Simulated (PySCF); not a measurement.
Gas-phase reaction: 2 SiHF₂ + SiO(OH)₂ ⇌ Si₃O₃ + 4 HF

Energies from PySCF, thermal terms from the rigid-rotor harmonic-oscillator model, ideal gas at 1 bar. † marks an energy on the PBE0/def2-TZVP geometry and frequencies; other levels use their own. MP2 and CCSD(T) freeze the core. Open shells (unrestricted): SiHF₂ (multiplicity 2); the rest are closed-shell singlets. B3LYP is the form with VWN-RPA correlation. SiHF₂, SiO(OH)₂, Si₃O₃: computed as isolated molecules; such fragments, hydroxides, amides, oligomers or adducts are transient or little studied in the gas. MP2 isn't extrapolated to the basis-set limit; its ΔH°(298 K) is 140.7 kJ in def2-SVP and 160.6 kJ in def2-TZVPP. CCSD(T) isn't extrapolated to the basis-set limit; its ΔH°(298 K) is 91.0 kJ in def2-SVP and 123.8 kJ in def2-TZVPP. The harmonic model lacks anharmonicity and excited electronic states, which grow with temperature; levels with a mode under 35 cm⁻¹ are left out. Internal rotation in SiO(OH)₂ is treated as a harmonic vibration of one conformer, which makes the entropy rough. Soft modes under 120 cm⁻¹ make the harmonic entropy rough for Si₃O₃.

```tsv
level	ΔE electronic, kJ	ΔH°(298 K), kJ	ΔS°(298 K), J/K	ΔG°(2000 K), kJ
B3LYP/def2-TZVP†	179	175	189	-214
BLYP/def2-TZVP†	171	167	189	-222
CCSD(T)/def2-SVP†	95	91	189	-298
CCSD(T)/def2-TZVPP†	128	124	189	-265
HF/def2-TZVP†	263	259	189	-130
M06-2X/def2-TZVP†	162	158	189	-231
MP2/def2-SVP†	145	141	189	-249
PBE/def2-SVP	189	185	188	-198
PBE0/def2-SVP†	166	162	189	-227
PBE0/def2-TZVP	190	186	189	-204
ωB97M-V/def2-TZVP†	127	123	189	-266
```
ΔH° is lowest at CCSD(T)/def2-SVP† and highest at HF/def2-TZVP†. No reference value is set beside these.
